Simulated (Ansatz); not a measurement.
Start from `BC(F)F` and change one atom or group to get `B[SiH2]C(B)F`.

Ansatz, PBE0-D4/def2-TZVP geometries, multiplicity 1. Each molecule was computed in one conformer, which needn't be the lowest.

| property | `BC(F)F` |
| --- | --- |
| LUMO energy (B3LYP/def2-TZVPP) / eV | -2.70 |
| HOMO–LUMO gap (ωB97M-V/def2-TZVPP) / eV | 11.02 |
| HOMO energy (PBE/def2-TZVPP) / eV | -7.38 |
| HOMO–LUMO gap (B3LYP/def2-TZVPP) / eV | 6.16 |
| LUMO energy (PBE/def2-TZVPP) / eV | -3.49 |
| HOMO–LUMO gap (PBE0/def2-TZVPP) / eV | 6.63 |

Question: Give the same properties after the change, and the shifts. (An estimate is asked.)

Answer: Computed: 
| property | `B[SiH2]C(B)F` | shift |
| --- | --- | --- |
| LUMO energy (B3LYP/def2-TZVPP) / eV | -1.63 | 1.07 |
| HOMO–LUMO gap (ωB97M-V/def2-TZVPP) / eV | 10.46 | -0.56 |
| HOMO energy (PBE/def2-TZVPP) / eV | -6.81 | 0.57 |
| HOMO–LUMO gap (B3LYP/def2-TZVPP) / eV | 6.10 | -0.06 |
| LUMO energy (PBE/def2-TZVPP) / eV | -2.41 | 1.08 |
| HOMO–LUMO gap (PBE0/def2-TZVPP) / eV | 6.47 | -0.16 |

With PBE0 the HOMO rises by 1.14 eV and the LUMO rises by 0.99 eV, so the gap narrows by about 0.15 eV. PBE moves the HOMO by 0.57 eV and ωB97M-V by 1.42 eV.

B3LYP here is the variant with VWN-RPA as its local correlation; programs differ in this.
